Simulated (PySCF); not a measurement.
C4H12InN (SMILES C[CH2][InH][N](C)C), singlet, at a GFN2-xTB geometry (such geometries of metal compounds can be far from the true shape) (all electrons, no relativity), with bond 16-12 at 1.4 times its length; CASSCF(2,3)/STO-3G (PySCF).

Input for PySCF:
```python
from pyscf import gto, scf, mcscf
import numpy

mol = gto.Mole()
mol.atom = '''
    In   -0.378730   -0.122622   -0.237744
    H    -1.955634    0.274706   -0.910245
    C     1.162692   -1.491331   -1.169062
    C     0.606706   -2.174898   -2.407469
    H     1.479156   -2.222965   -0.422062
    H     2.022586   -0.863927   -1.416679
    H     0.275653   -1.438241   -3.141350
    H    -0.247743   -2.803792   -2.153777
    H     1.365809   -2.805250   -2.876088
    N     0.145060    1.294320    1.181258
    C     1.319232    1.107437    1.995128
    C    -0.891366    2.039674    1.851329
    H     1.809582    2.071350    2.186307
    H     1.091936    0.649733    2.971807
    H     2.025970    0.463350    1.461990
    H    -1.247238    1.451031    3.232023
    H    -0.575630    3.080824    2.000917
    H    -1.787333    2.037947    1.222742
'''
mol.basis = 'sto-3g'
mol.charge = 0
mol.spin = 0
mol.verbose = 4
mol.build()

mf = scf.RHF(mol)
mf.kernel()
mc = mcscf.CASSCF(mf, 3, 2)
mc.fix_spin_(ss=0.0)
mc.kernel()
occ = numpy.linalg.eigvalsh(mc.fcisolver.make_rdm1(mc.ci, mc.ncas, mc.nelecas))[::-1]
ss = mc.fcisolver.spin_square(mc.ci, mc.ncas, mc.nelecas)[0]
print('natural occupations', occ.round(4), ' <S^2>', round(ss, 4))
```

### Question
Write the output that PySCF gives for this input, abridged.

### Answer

```
PySCF version 2.14.0

[INPUT] verbose = 4
[INPUT] num. atoms = 18
[INPUT] num. electrons = 92
[INPUT] charge = 0
[INPUT] spin (= nelec alpha-beta = 2S) = 0
[INPUT] symmetry False subgroup None
[INPUT] Mole.unit = angstrom
[INPUT] Symbol           X                Y                Z      unit          X                Y                Z       unit  Magmom
[...]
nuclear repulsion = 570.222186070785
number of shells = 38
number of NR pGTOs = 192
number of NR cGTOs = 64
basis = sto-3g
ecp = {}

******** <class 'pyscf.scf.hf.RHF'> ********
method = RHF
initial guess = minao
damping factor = 0
level_shift factor = 0
DIIS = <class 'pyscf.scf.diis.CDIIS'>
diis_start_cycle = 1
diis_space = 8
diis_damp = 0
SCF conv_tol = 1e-09
SCF conv_tol_grad = None
SCF max_cycles = 50
direct_scf = True
direct_scf_tol = 1e-13
Set gradient conv threshold to 3.16228e-05
Initial guess from minao.
init E= -5877.9932473559
[...]
cycle= 1 E= -5892.99588381139  delta_E=  -15  |g|= 0.553  |ddm|= 4.89
[...]
cycle= 2 E= -5893.13749255079  delta_E= -0.142  |g|= 0.143  |ddm|= 1.13
[...]
cycle= 3 E= -5893.14696687163  delta_E= -0.00947  |g|= 0.063  |ddm|= 0.307
[...]
cycle= 4 E= -5893.14864490382  delta_E= -0.00168  |g|= 0.0132  |ddm|= 0.107
[...]
cycle= 5 E= -5893.14883413265  delta_E= -0.000189  |g|= 0.00425  |ddm|= 0.0477
[...]
cycle= 6 E= -5893.14885165744  delta_E= -1.75e-05  |g|= 0.00135  |ddm|= 0.0138
[...]
cycle= 7 E= -5893.14885391043  delta_E= -2.25e-06  |g|= 0.000304  |ddm|= 0.00606
[...]
cycle= 8 E= -5893.14885401941  delta_E= -1.09e-07  |g|= 8.74e-05  |ddm|= 0.00123
[...]
cycle= 9 E= -5893.1488540287  delta_E= -9.29e-09  |g|= 1.92e-05  |ddm|= 0.000394
[...]
cycle= 10 E= -5893.14885402914  delta_E= -4.38e-10  |g|= 5.82e-06  |ddm|= 7.88e-05
[...]
Extra cycle  E= -5893.14885402916  delta_E= -2.18e-11  |g|= 2.88e-06  |ddm|= 1.48e-05
converged SCF energy = -5893.14885402916

******** <class 'pyscf.mcscf.mc1step.CASSCF'> ********
CAS (1e+1e, 3o), ncore = 45, nvir = 16
max_cycle_macro = 50
max_cycle_micro = 4
conv_tol = 1e-07
conv_tol_grad = None
orbital rotation max_stepsize = 0.02
orbital rotation threshold for CI restart = 0.01
augmented hessian ah_max_cycle = 30
augmented hessian ah_conv_tol = 1e-12
augmented hessian ah_linear dependence = 1e-14
augmented hessian ah_level shift = 1e-08
augmented hessian ah_start_tol = 2.5
augmented hessian ah_start_cycle = 3
augmented hessian ah_grad_trust_region = 3
kf_trust_region = 3
kf_interval = 4
ci_response_space = 4
ci_grad_trust_region = 3
with_dep4 0
natorb = False
canonicalization = True
sorting_mo_energy = False
ao2mo_level = 2
internal_rotation = False
******** <class 'pyscf.fci.addons.SpinPenaltyFCISolver'> ********
max. cycles = 50
conv_tol = 1e-08
davidson only = True
linear dependence = 1e-12
level shift = 0.001
max iter space = 12
nroots = 1
pspace_size = 400
spin = None
CASCI E = -5893.14994885123  S^2 = 0.0000000
Set conv_tol_grad to 0.000316228
macro iter   1 ( 21 JK    4 micro), CASSCF E = -5893.15470112366  dE = -4.75227243e-03  S^2 = 0.0000000
               |grad[o]|=0.0069  |grad[c]|=0.0451  |ddm|=0.0445  |maxRot[o]|=0.242
macro iter   2 ( 21 JK    4 micro), CASSCF E = -5893.15814418131  dE = -3.44305764e-03  S^2 = 0.0000000
               |grad[o]|=0.0202  |grad[c]|=0.0154  |ddm|=0.00773  |maxRot[o]|= 0.19
macro iter   3 ( 21 JK    4 micro), CASSCF E = -5893.15933683555  dE = -1.19265424e-03  S^2 = 0.0000000
               |grad[o]|=0.0145  |grad[c]|=0.0086  |ddm|=0.0076  |maxRot[o]|=0.136
macro iter   4 ( 21 JK    4 micro), CASSCF E = -5893.15978406009  dE = -4.47224537e-04  S^2 = 0.0000000
               |grad[o]|=0.00592  |grad[c]|=0.00598  |ddm|=0.0137  |maxRot[o]|=0.228
macro iter   5 ( 21 JK    4 micro), CASSCF E = -5893.16013644373  dE = -3.52383639e-04  S^2 = 0.0000000
               |grad[o]|=0.00304  |grad[c]|=0.00304  |ddm|=0.0095  |maxRot[o]|= 0.29
macro iter   6 ( 20 JK    4 micro), CASSCF E = -5893.16018901563  dE = -5.25719015e-05  S^2 = 0.0000000
               |grad[o]|=0.0015  |grad[c]|=0.00643  |ddm|=0.00859  |maxRot[o]|=0.102
macro iter   7 ( 21 JK    4 micro), CASSCF E = -5893.16034676393  dE = -1.57748304e-04  S^2 = 0.0000000
               |grad[o]|=0.00137  |grad[c]|=0.00232  |ddm|=0.00355  |maxRot[o]|=  0.3
macro iter   8 ( 21 JK    4 micro), CASSCF E = -5893.16048881259  dE = -1.42048653e-04  S^2 = 0.0000000
               |grad[o]|=0.00112  |grad[c]|=0.00392  |ddm|=0.00648  |maxRot[o]|=0.303
macro iter   9 ( 17 JK    4 micro), CASSCF E = -5893.16049971976  dE = -1.09071752e-05  S^2 = 0.0000000
               |grad[o]|=0.00104  |grad[c]|=0.00233  |ddm|=0.00381  |maxRot[o]|=0.0267
macro iter  10 ( 13 JK    4 micro), CASSCF E = -5893.16049757023  dE =  2.14953161e-06  S^2 = 0.0000000
               |grad[o]|=0.000999  |grad[c]|=0.0022  |ddm|=0.00203  |maxRot[o]|=0.0048
macro iter  11 ( 11 JK    2 micro), CASSCF E = -5893.16051821813  dE = -2.06479035e-05  S^2 = 0.0000000
               |grad[o]|=0.000969  |grad[c]|=0.000764  |ddm|=0.00122  |maxRot[o]|=0.0243
macro iter  12 ( 11 JK    3 micro), CASSCF E = -5893.16052285418  dE = -4.63604829e-06  S^2 = 0.0000000
               |grad[o]|=0.000306  |grad[c]|=0.000392  |ddm|=0.00095  |maxRot[o]|=0.0159
macro iter  13 (  6 JK    1 micro), CASSCF E = -5893.16052300235  dE = -1.48172148e-07  S^2 = 0.0000000
               |grad[o]|=5.32e-05  |grad[c]|=0.000113  |ddm|=0.00014  |maxRot[o]|=0.00298
macro iter  14 (  3 JK    1 micro), CASSCF E = -5893.16052300537  dE = -3.01406544e-09  S^2 = 0.0000000
               |grad[o]|=4.55e-05  |grad[c]|=2.16e-05  |ddm|=4.95e-05  |maxRot[o]|=0.000172
1-step CASSCF converged in  14 macro (228 JK  47 micro) steps
CASSCF canonicalization
Density matrix diagonal elements [1.97651967 0.01382234 0.00965799]
CASSCF energy = -5893.16052300537
CASCI E = -5893.16052300537  E(CI) = -1.41109635691191  S^2 = 0.0000000
natural occupations [1.9786e+00 2.0500e-02 9.0000e-04]  <S^2> 0.0
```
